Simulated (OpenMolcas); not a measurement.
# Cu2+ in CaO: curves along the breathing mode

Cu2+ with its 6 nearest oxide ions, on the Ca site of CaO (a = 4.8105 Å, distance in the model lattice 2.405 Å). The rest of the host is ab initio model potentials to 7.6 Å, with orthogonalisation functions on the cations behind the ligands, and point charges beyond; the distance is set by hand and nothing relaxes. Ligand basis ANO-RCC-VDZP.

```json
{"Program": "OpenMolcas", "Method": "SS-CASPT2, IPEA 0.25 Eh, imaginary shift 0.1 Eh (closed shells correlated: 3s 3p and the ligand valence shells)", "Basis": "ANO-RCC-VDZP [5s4p2d1f]", "Scalar Hamiltonian": "DKH2, point nucleus", "Active space": "9 electrons in 5 orbitals (3d)", "State averaging": "2S+1 = 2 even, 5 roots", "Spin-orbit coupling": "RASSI with atomic mean-field integrals over the reference wave functions"}
```

Spin-free energies (labels of O, the rotations of Oh) in cm-1 above the lowest fitted minimum, as all ligands move together:

| R (Å) | 2E | 2T2 |
| --- | --- | --- |
| 2.067 | 11620 | 21000 |
| 2.116 | 6110 | 14780 |
| 2.165 | 2460 | 10560 |
| 2.213 | 510 | 8130 |
| 2.262 | 30 | 7240 |
| 2.311 | 950 | 7830 |
| 2.359 | 3160 | 9780 |

Cubic fits give the following; the wavenumber is harmonic, with the mass of all moving ligands, small differences in it between states hang on the degree of the fit, a number in brackets counts states of one label, and the table is a selection of at most 14 states with clean curves.

| State | R0 (Å) | Breathing mode (cm-1) | Minimum (cm-1) |
| --- | --- | --- | --- |
| 2E | 2.253 | 459 | 0 |
| 2T2 | 2.265 | 466 | 7230 |

The minimum of 2T2 is shifted by +0.0123 Å against 2E (from the unrounded fits). With M = 96.0 u for the moving shell, the Huang-Rhys factor in this mode is S = M ω ΔR² / 2ħ = 0.01483 × 96.0 × 459 × 0.0123² = 0.10. Only the first shell moves, against a rigid host.

Over all roots computed the reference weight is 0.71 in R = 2.067, 0.71 in R = 2.116, 0.71 in R = 2.165, 0.71 in R = 2.213, 0.70 to 0.71 in R = 2.262, 0.70 in R = 2.311, 0.70 in R = 2.359; a low but even weight reflects the number of correlated electrons. An orbital doublet at a regular site is open to a Jahn-Teller distortion, which this geometry leaves out. A single d shell leaves out the double-shell effect, which counts most for late 3d ions, where the CASPT2 field can be off either way by tens of per cent. Ligand-to-metal charge-transfer states are missing. With one d shell and no ligand orbital active, 10Dq can be off by tens of per cent for divalent 3d ions, low with halides held by bare charges and at times high in hosts, and the orbital part of g and χT goes as 1/10Dq. Free-ion shares, where given, are those of the reference states; single-state CASPT2 does not remix them. No measured value stands beside these numbers.
